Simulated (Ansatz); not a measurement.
Born–Oppenheimer molecular dynamics of CH₇ClOSi₂ (12 atoms, charge 0, multiplicity 1). It starts from a relaxed structure.

All numbers below come from RKS BHLYP/STO-3G (Ansatz).

| Property | Result |
| --- | --- |
| ensemble | NVE (velocity Verlet) |
| time step | 0.25 fs |
| steps asked | 203 |
| starting velocities drawn for | 300 K |
| seed | 955173 |

Frames 2.5 fs apart, positions in Å, forces in eV/Å.

Velocities at 12.5 fs (Å/ps):

```
O 1.61 -7.18 4.00
C -0.17 4.43 2.17
Si 0.06 2.58 -1.48
Si -0.82 -1.63 -0.10
Cl -0.14 0.22 -1.81
H 4.24 13.73 -9.06
H 3.04 3.64 6.82
H -5.49 -5.02 20.84
H -5.18 -9.33 -8.07
H -5.31 2.55 7.52
H 7.86 7.60 11.90
H 3.66 13.69 -11.59
```

```xyz
12
Properties=species:S:1:pos:R:3:forces:R:3 time_fs=12.5 energy_less_start_eV=0.201 T=145
O 0.499 -0.337 2.615 -0.23 0.16 0.07
C -0.203 -0.312 1.336 -0.69 0.70 0.79
Si 0.808 0.352 -0.058 0.84 -0.36 -0.95
Si -0.209 0.127 -2.059 -0.28 0.54 0.26
Cl -2.117 1.056 -1.975 0.40 0.08 -0.24
H -0.283 -0.403 3.261 0.41 -0.08 -0.07
H -1.096 0.338 1.402 0.07 -0.26 0.02
H -0.561 -1.302 1.089 -0.36 -0.76 -0.22
H 1.209 1.699 0.175 -0.07 0.24 0.00
H 1.987 -0.423 -0.289 0.22 -0.06 0.34
H -0.538 -1.182 -2.515 0.15 -0.36 0.12
H 0.671 0.716 -3.037 -0.46 0.16 -0.12
12
Properties=species:S:1:pos:R:3:forces:R:3 time_fs=15.0 energy_less_start_eV=0.216 T=133
O 0.503 -0.354 2.625 0.59 0.43 -0.88
C -0.205 -0.300 1.343 -0.57 -0.90 0.69
Si 0.809 0.358 -0.063 0.36 -0.95 -0.75
Si -0.211 0.124 -2.059 0.27 1.42 -0.06
Cl -2.117 1.057 -1.980 0.38 0.01 -0.22
H -0.271 -0.372 3.247 -0.49 -0.12 0.81
H -1.089 0.342 1.420 -0.25 0.04 0.07
H -0.582 -1.326 1.133 0.06 0.50 -0.29
H 1.196 1.691 0.157 0.10 0.78 0.11
H 1.983 -0.420 -0.262 0.39 -0.14 0.24
H -0.516 -1.181 -2.485 0.00 -0.83 -0.12
H 0.661 0.750 -3.063 -0.84 -0.24 0.39
12
Properties=species:S:1:pos:R:3:forces:R:3 time_fs=17.5 energy_less_start_eV=0.148 T=186
O 0.509 -0.370 2.632 -0.29 0.56 -0.16
C -0.210 -0.292 1.354 -0.60 -1.22 0.50
Si 0.811 0.362 -0.069 0.56 -0.57 -0.23
Si -0.212 0.124 -2.059 -0.13 0.56 -0.04
Cl -2.117 1.058 -1.985 0.33 -0.06 -0.16
H -0.277 -0.348 3.272 0.42 -0.12 0.08
H -1.095 0.347 1.443 -0.18 0.11 0.07
H -0.601 -1.326 1.160 0.19 0.80 -0.40
H 1.187 1.722 0.144 -0.05 0.14 0.04
H 1.999 -0.423 -0.220 0.12 0.06 0.16
H -0.492 -1.223 -2.460 0.10 -0.07 0.02
H 0.605 0.772 -3.070 -0.49 -0.18 0.13
12
Properties=species:S:1:pos:R:3:forces:R:3 time_fs=20.0 energy_less_start_eV=0.139 T=193
O 0.514 -0.384 2.638 -0.58 0.57 0.16
C -0.218 -0.290 1.368 -0.43 0.32 0.40
Si 0.814 0.365 -0.076 0.80 0.00 0.46
Si -0.214 0.125 -2.059 -0.78 -0.70 0.39
Cl -2.115 1.058 -1.990 0.23 -0.13 -0.08
H -0.262 -0.332 3.304 0.74 -0.16 -0.36
H -1.110 0.358 1.469 0.26 -0.08 0.01
H -0.612 -1.286 1.163 -0.19 -0.39 -0.55
H 1.175 1.762 0.133 -0.21 -0.65 -0.07
H 2.023 -0.424 -0.168 -0.21 0.28 0.05
H -0.463 -1.268 -2.435 0.16 0.75 0.14
H 0.522 0.785 -3.070 0.21 0.19 -0.55
12
Properties=species:S:1:pos:R:3:forces:R:3 time_fs=22.5 energy_less_start_eV=0.125 T=203
O 0.518 -0.396 2.643 0.51 0.34 -0.94
C -0.228 -0.286 1.383 -0.05 0.65 0.05
Si 0.818 0.367 -0.082 0.45 0.01 1.04
Si -0.218 0.124 -2.059 -0.66 -0.56 0.40
Cl -2.114 1.058 -1.996 0.08 -0.19 0.02
H -0.211 -0.324 3.322 -0.42 -0.05 0.42
H -1.112 0.365 1.496 0.19 0.02 0.02
H -0.632 -1.264 1.134 -0.21 -0.62 -0.33
H 1.153 1.767 0.118 -0.12 -0.53 -0.04
H 2.036 -0.409 -0.114 -0.19 0.24 -0.11
H -0.426 -1.275 -2.402 0.01 0.57 0.00
H 0.448 0.807 -3.100 0.40 0.13 -0.52
12
Properties=species:S:1:pos:R:3:forces:R:3 time_fs=25.0 energy_less_start_eV=0.161 T=176
O 0.522 -0.406 2.646 0.42 0.17 -0.87
C -0.238 -0.280 1.398 0.06 -0.56 -0.75
Si 0.824 0.370 -0.085 -0.34 -0.48 1.36
Si -0.223 0.123 -2.058 0.07 0.82 -0.22
Cl -2.112 1.058 -2.002 -0.09 -0.23 0.12
H -0.179 -0.320 3.359 -0.37 -0.04 0.10
H -1.104 0.375 1.525 -0.19 0.25 0.04
H -0.661 -1.272 1.089 0.28 0.53 0.35
H 1.124 1.745 0.102 0.13 0.35 0.08
H 2.040 -0.381 -0.067 0.15 -0.01 -0.23
H -0.388 -1.251 -2.370 -0.23 -0.38 -0.29
H 0.397 0.834 -3.157 0.12 -0.41 0.30
12
Properties=species:S:1:pos:R:3:forces:R:3 time_fs=27.5 energy_less_start_eV=0.260 T=99
O 0.528 -0.416 2.646 -0.32 0.14 -0.01
C -0.248 -0.276 1.410 0.10 -0.23 -1.05
Si 0.829 0.372 -0.086 -0.80 -0.57 1.54
Si -0.228 0.123 -2.057 0.43 1.23 -0.58
Cl -2.111 1.058 -2.007 -0.25 -0.23 0.20
H -0.164 -0.319 3.397 0.37 -0.15 -0.87
H -1.104 0.397 1.555 -0.03 0.06 -0.07
H -0.677 -1.254 1.062 0.23 0.52 0.63
H 1.102 1.741 0.090 0.23 0.71 0.14
H 2.051 -0.352 -0.032 0.30 -0.16 -0.29
H -0.364 -1.247 -2.355 -0.35 -0.68 -0.36
H 0.353 0.838 -3.198 0.08 -0.63 0.73
12
Properties=species:S:1:pos:R:3:forces:R:3 time_fs=30.0 energy_less_start_eV=0.252 T=105
O 0.534 -0.425 2.646 0.23 0.02 -0.76
C -0.258 -0.273 1.417 0.61 1.28 -0.59
Si 0.832 0.372 -0.083 -0.56 0.16 1.67
Si -0.232 0.126 -2.057 0.24 -0.12 -0.30
Cl -2.110 1.057 -2.012 -0.39 -0.18 0.24
H -0.136 -0.326 3.393 -0.27 -0.05 -0.20
H -1.105 0.422 1.581 0.27 -0.22 -0.19
H -0.682 -1.212 1.070 -0.34 -0.70 0.27
H 1.093 1.773 0.086 0.08 -0.06 0.06
H 2.078 -0.333 -0.015 0.00 -0.05 -0.31
H -0.359 -1.277 -2.360 -0.30 0.18 -0.13
H 0.317 0.808 -3.200 0.43 -0.25 0.24
12
Properties=species:S:1:pos:R:3:forces:R:3 time_fs=32.5 energy_less_start_eV=0.270 T=91
O 0.540 -0.434 2.642 0.59 0.03 -1.37
C -0.264 -0.264 1.421 1.06 0.88 -0.52
Si 0.834 0.373 -0.077 -0.28 0.67 1.53
Si -0.235 0.128 -2.058 -0.04 -1.34 0.34
Cl -2.109 1.056 -2.016 -0.46 -0.10 0.24
H -0.123 -0.336 3.377 -0.72 0.02 0.46
H -1.093 0.437 1.597 0.02 0.00 -0.16
H -0.704 -1.205 1.095 -0.33 -0.59 0.14
H 1.088 1.802 0.086 -0.05 -0.72 0.01
H 2.104 -0.315 -0.016 -0.34 0.08 -0.28
H -0.373 -1.298 -2.372 -0.23 0.80 0.09
H 0.306 0.763 -3.190 0.80 0.28 -0.49
12
Properties=species:S:1:pos:R:3:forces:R:3 time_fs=35.0 energy_less_start_eV=0.200 T=146
O 0.548 -0.443 2.634 -0.50 0.33 -0.18
C -0.266 -0.251 1.422 0.75 -0.82 -0.78
Si 0.835 0.375 -0.067 -0.51 0.36 1.04
Si -0.238 0.127 -2.058 0.27 -0.89 0.26
Cl -2.109 1.055 -2.020 -0.46 -0.01 0.19
H -0.143 -0.347 3.379 0.36 -0.15 -0.45
H -1.080 0.452 1.603 -0.22 0.28 -0.08
H -0.742 -1.226 1.129 0.27 0.72 0.22
H 1.081 1.794 0.087 -0.02 -0.40 0.08
H 2.112 -0.295 -0.033 -0.29 -0.01 -0.19
H -0.401 -1.276 -2.380 -0.23 0.36 0.09
H 0.341 0.731 -3.202 0.57 0.22 -0.20
12
Properties=species:S:1:pos:R:3:forces:R:3 time_fs=37.5 energy_less_start_eV=0.166 T=172
O 0.554 -0.450 2.625 -0.57 0.48 -0.06
C -0.263 -0.242 1.419 0.28 -0.63 -0.38
Si 0.835 0.378 -0.056 -1.05 -0.42 0.39
Si -0.241 0.125 -2.058 0.97 0.42 -0.19
Cl -2.111 1.053 -2.024 -0.41 0.09 0.12
H -0.148 -0.365 3.360 0.46 -0.17 -0.32
H -1.076 0.481 1.604 0.19 0.02 -0.11
H -0.768 -1.212 1.175 0.28 0.66 -0.14
H 1.073 1.764 0.093 0.11 0.50 0.19
H 2.104 -0.275 -0.061 0.05 -0.23 -0.08
H -0.442 -1.236 -2.384 -0.28 -0.60 -0.07
H 0.407 0.712 -3.224 -0.04 -0.13 0.65
12
Properties=species:S:1:pos:R:3:forces:R:3 time_fs=40.0 energy_less_start_eV=0.165 T=172
O 0.559 -0.456 2.615 0.41 0.45 -0.95
C -0.259 -0.235 1.414 0.46 0.66 0.24
Si 0.833 0.380 -0.043 -1.14 -0.57 -0.18
Si -0.242 0.124 -2.058 1.14 0.48 -0.15
Cl -2.112 1.052 -2.028 -0.33 0.21 0.05
H -0.132 -0.393 3.328 -0.47 -0.08 0.76
H -1.061 0.512 1.598 0.44 -0.15 -0.10
H -0.780 -1.165 1.211 -0.31 -0.56 -0.65
H 1.071 1.761 0.109 0.12 0.63 0.20
H 2.099 -0.269 -0.095 0.17 -0.29 0.03
H -0.500 -1.226 -2.390 -0.15 -0.61 -0.04
H 0.473 0.686 -3.211 -0.35 -0.18 0.78
```

Of the whole run (51 fs, mean temperature of the second half 146 K): The conserved energy stayed within 0.028 meV per atom of its start (net change 0.026 meV per atom), so the integration is sound. The temperature averaged 0.49 of the 300 K drawn at the start: a run that starts near a minimum puts about half its kinetic energy into the potential. A run of 0.051 ps of so small a system gives no equilibrium averages. Limits of this set-up: minimal basis.

Run time: 10 min on 1 thread of Intel(R) Xeon(R) Platinum 8259CL CPU @ 2.50GHz (Skylake/Cascade Lake), on a shared host, peak memory 0.12 GiB.
